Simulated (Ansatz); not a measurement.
`C#C[SiH](O)F` → `C#CO` + `F[SiH]` at 600 K and 1 bar (silylene formation by 1,1-elimination).

Isolated molecules relaxed with PBE0-D4/def2-TZVP in Ansatz; ΔE leaves out vibrations. CBS: MP2 limit from def2 TZ/QZ plus the TZ coupled-cluster correction, frozen cores. This one scheme is used for every species. Each species was taken in one conformer, which may not be the lowest.

```tsv
species	CCSD(T)/CBS energy (Eh)	H − E (kJ/mol)	S (J/(mol·K))
`C#C[SiH](O)F`	-542.02392	174.3	408.0
`C#CO`	-152.38380	116.0	292.0
`F[SiH]`	-389.46371	45.2	268.7
```

H − E and S are ideal-gas, rigid-rotor, harmonic terms from PBE0-D4/def2-TZVP, for one conformer and one mirror image of each species. 1 Eh = 2625.50 kJ/mol, R = 8.31446 J/(mol·K).

Task: By hand: ΔE, ΔH, ΔS and ΔG.

Result: ΔE = (-152.38380) + (-389.46371) − (-542.02392) = 0.17641 Eh = 463.2 kJ/mol. Δ(H − E) = 116.0 + 45.2 − 174.3 = -13.1, so ΔH = 450.1 kJ/mol. ΔS = 292.0 + 268.7 − 408.0 = 152.7 J/(mol·K). ΔG = 450.1 − 600 × (152.7)/1000 = 358.5 kJ/mol.

Task: By hand: the equilibrium constant, and the temperature at which ΔG would vanish if ΔH and ΔS stayed fixed.

Result: log₁₀ K = −ΔG/(RT ln 10) = -31.2. ΔG = 0 at ΔH/ΔS = 2948 K, far beyond where these terms or the molecules hold.

The number of gas molecules changes by +1, which sets the sign of ΔS. A doubt of 5 kJ/mol in ΔE shifts log₁₀ K by 0.4 here. Other conformers and mirror images would add mixing entropy, several J/(mol·K) or more a flexible species. These are equilibria of isolated gas molecules and say nothing of rates. Largest T1 diagnostic: 0.015 (customary marks: 0.02 for closed shells, 0.045 for open ones).
